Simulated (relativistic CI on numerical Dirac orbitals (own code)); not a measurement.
# Ir²⁺ (5d7) in a crystal field

Calculated by Dirac-Coulomb-Breit CI, orbitals from a KLI potential per configuration, QED by a radiative potential, one configuration in a parametric crystal field, unscaled Slater integrals (own radial code). With so little scaling, terms lie 10 to 35 % too far apart, which can change the order of excited levels.

Field parameters in Wybourne normalisation: D3d B²₀ = −7Dσ, B⁴₀ = −14Dq − 21Dτ, B⁴₃ = −14√(10/7) Dq; Oh B⁴₀ = 21Dq, B⁴₄ = √(5/14) B⁴₀; Td as Oh with Dq negative (B⁴₀ = 21Dq, B⁴₄ = √(5/14) B⁴₀). The field is a parameter set, without covalency.

S is read from ⟨S²⟩ = S(S + 1).

Powder χT (cm³ K mol⁻¹) by Van Vleck's formula, with temperature-independent terms:

```
                                      Field    2 K    5 K   10 K   20 K   50 K  100 K  200 K  300 K
   D3d, 10Dq = 16700, Dσ = 70, Dτ = 30 cm⁻¹  0.443  0.481  0.545   0.67  0.953   1.13   1.26   1.36
  D3d, 10Dq = 25700, Dσ = 640, Dτ = 10 cm⁻¹  0.199  0.212  0.233  0.276  0.398  0.536  0.639  0.679
D3d, 10Dq = 35350, Dσ = -350, Dτ = 180 cm⁻¹  0.173   0.18  0.193  0.218  0.293  0.398    0.5  0.541
                      Oh, 10Dq = 15950 cm⁻¹   1.21   1.21   1.22   1.24   1.28   1.36   1.52   1.67
                      Oh, 10Dq = 18450 cm⁻¹  0.953  0.954  0.956  0.961  0.974  0.997   1.04   1.09
                      Oh, 10Dq = 22700 cm⁻¹  0.737  0.737  0.738   0.74  0.746  0.757  0.777  0.798
                      Oh, 10Dq = 34950 cm⁻¹  0.555  0.555  0.555  0.556  0.559  0.564  0.574  0.584
                      Td, 10Dq = -7050 cm⁻¹    3.6    3.6    3.6    3.6   3.61   3.63   3.66   3.69
```

Q: For Oh, 10Dq = 22700 cm⁻¹: what effective moment follows at 300 K?

A: μ_eff = √(8χT) = 2.53 μB. The ground level has S = 0.75; the spin-only moment for S = 1/2 is 1.73 μB. The difference comes from the orbital moment, spin-orbit mixing of terms and temperature-independent paramagnetism, all larger in this ionic model than in covalent complexes.
